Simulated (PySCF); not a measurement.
# Atomic charges against the basis set

C4H5ClOSi.
SMILES with atom numbers: `[Cl:1][Si@H:2]1[CH:3]=[CH:4][CH:5]=[CH:6][O:7]1` (hydrogens: H8 on Si2; H9 on C3; H10 on C4; H11 on C5; H12 on C6)

PBE0 throughout (PySCF), one geometry, spherical d and f functions. The structure is a single PBE0-D3(BJ)/def2-SVP conformer in the gas phase; no vibrational or solvent corrections. The first 7 of 12 kinds of atom are listed.

Mulliken charges (e):

```
        basis  functions     Cl1     Si2      C3      C4      C5      C6      O7
       STO-3G         48  -0.361  +0.868  -0.282  -0.078  -0.143  +0.028  -0.305
        6-31G         81  -0.286  +0.965  -0.526  -0.091  -0.211  +0.158  -0.691
     pcSseg-0         81  -0.383  +1.329  -0.816  -0.143  -0.354  +0.205  -0.808
       6-31G*        116  -0.269  +0.741  -0.396  -0.127  -0.227  +0.120  -0.535
      cc-pVDZ        131  -0.238  +0.615  -0.187  +0.004  -0.108  +0.194  -0.356
     def2-SVP        131  -0.266  +0.763  -0.285  +0.020  -0.123  +0.193  -0.419
  aug-cc-pVDZ        214  -0.429  +0.803  +0.059  +0.839  +0.892  +0.608  -0.833
6-311+G(2d,p)        235  -0.224  +0.931  -0.426  -0.013  -0.034  -0.045  -0.608
    def2-TZVP        259  -0.247  +0.540  -0.261  -0.117  -0.174  +0.055  -0.298
      cc-pVTZ        288  -0.235  +0.506  -0.277  -0.063  -0.196  +0.050  -0.251
     IGLO-III        313  -0.386  +1.230  -0.443  -0.021  -0.148  +0.016  -0.474
```

IAO charges (e):

```csv
basis,functions,Cl1,Si2,C3,C4,C5,C6,O7
STO-3G,48,-0.305,+0.969,-0.434,-0.119,-0.230,+0.004,-0.361
6-31G,81,-0.308,+0.965,-0.485,-0.094,-0.248,+0.077,-0.505
pcSseg-0,81,-0.306,+0.991,-0.494,-0.093,-0.255,+0.086,-0.502
6-31G*,116,-0.333,+1.099,-0.505,-0.086,-0.248,+0.104,-0.540
cc-pVDZ,131,-0.328,+1.093,-0.502,-0.091,-0.254,+0.102,-0.533
def2-SVP,131,-0.322,+1.104,-0.501,-0.088,-0.251,+0.102,-0.533
aug-cc-pVDZ,214,-0.333,+1.102,-0.507,-0.095,-0.258,+0.099,-0.541
"6-311+G(2d,p)",235,-0.334,+1.129,-0.517,-0.095,-0.258,+0.099,-0.549
def2-TZVP,259,-0.336,+1.145,-0.520,-0.093,-0.258,+0.102,-0.553
cc-pVTZ,288,-0.336,+1.133,-0.516,-0.094,-0.258,+0.102,-0.548
IGLO-III,313,-0.331,+1.137,-0.519,-0.096,-0.259,+0.099,-0.552
```

Q: Which scheme is steadiest as the basis changes?

A: Largest range over the bases for any column: IAO 0.19 e, Mulliken 1.25 e. IAO charges move least and Mulliken charges most, counted in e. Without the minimal STO-3G basis the ranges are IAO 0.18, Mulliken 1.25 e.

Q: How much do the charges still move between the two largest bases, cc-pVTZ and IGLO-III?

A: At most, over all atoms: Mulliken 0.724 e, IAO 0.005 e.

Q: What do the same runs give for the total energy, the frontier levels and the dipole moment?

A: 
```json
{"basis": "STO-3G", "energy (Eh)": "-968.6295", "HOMO (eV)": "-4.25", "LUMO (eV)": "1.79", "μ (D)": "2.75"}
{"basis": "6-31G", "energy (Eh)": "-979.7046", "HOMO (eV)": "-6.68", "LUMO (eV)": "-1.26", "μ (D)": "3.39"}
{"basis": "pcSseg-0", "energy (Eh)": "-978.4809", "HOMO (eV)": "-6.93", "LUMO (eV)": "-1.46", "μ (D)": "3.19"}
{"basis": "6-31G*", "energy (Eh)": "-979.8340", "HOMO (eV)": "-6.52", "LUMO (eV)": "-1.14", "μ (D)": "2.62"}
{"basis": "cc-pVDZ", "energy (Eh)": "-979.8889", "HOMO (eV)": "-6.56", "LUMO (eV)": "-1.24", "μ (D)": "2.23"}
{"basis": "def2-SVP", "energy (Eh)": "-979.4734", "HOMO (eV)": "-6.64", "LUMO (eV)": "-1.31", "μ (D)": "2.13"}
{"basis": "aug-cc-pVDZ", "energy (Eh)": "-979.9067", "HOMO (eV)": "-6.68", "LUMO (eV)": "-1.47", "μ (D)": "2.21"}
{"basis": "6-311+G(2d,p)", "energy (Eh)": "-979.9654", "HOMO (eV)": "-6.69", "LUMO (eV)": "-1.49", "μ (D)": "2.19"}
{"basis": "def2-TZVP", "energy (Eh)": "-979.9921", "HOMO (eV)": "-6.66", "LUMO (eV)": "-1.43", "μ (D)": "2.11"}
{"basis": "cc-pVTZ", "energy (Eh)": "-979.9915", "HOMO (eV)": "-6.64", "LUMO (eV)": "-1.39", "μ (D)": "2.15"}
{"basis": "IGLO-III", "energy (Eh)": "-979.9876", "HOMO (eV)": "-6.65", "LUMO (eV)": "-1.44", "μ (D)": "1.96"}
```

The dipole is fixed by the density alone, so its range of 1.43 D shows that the density itself changes with the basis, not only its division among atoms.
